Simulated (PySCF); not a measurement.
H8N2OSi2, SMILES N[Si@@H](O)[SiH2]N. Atoms are numbered in the order given.

```xyz
13

N      2.1964     1.0645     0.5380
Si     1.2388     0.2615    -0.7075
Si    -0.7296    -0.5690     0.2628
N     -1.4101     0.8180     1.0887
O     -1.6772    -1.2971    -0.9397
H      2.8613     0.4608     1.0313
H      1.6341     1.5631     1.2375
H      2.1082    -0.8031    -1.3222
H      0.8689     1.2504    -1.7879
H     -0.4783    -1.5450     1.3908
H     -1.6866     1.6378     0.5407
H     -2.0469     0.6903     1.8798
H     -2.4757    -1.7497    -0.6130
```
Charge 0, spin multiplicity 1.

Geometry optimised at PBE-D3(BJ)/def2-SVP. The structure was generated by enumeration; whether it is a known compound was not checked. The values are those of a single conformer.

Method: PBE/def2-TZVP run with PySCF.

Isolated molecule, no solvent.

* **total energy**: -768.20599 hartree
* **highest occupied level**: -5.58 eV
* **lowest empty level**: -0.84 eV
* **orbital gap**: 4.74 eV
* **dipole moment**: 2.97 D
* **quadrupole, principal values (traceless, Buckingham form, about the centre of nuclear charge)**: -3.99, -3.20, 7.19 D·Å
* **mean static polarisability**: 77.6 bohr³ (11.50 Å³)
* **polarisability, principal values**: 68.7, 75.4, 88.7 bohr³
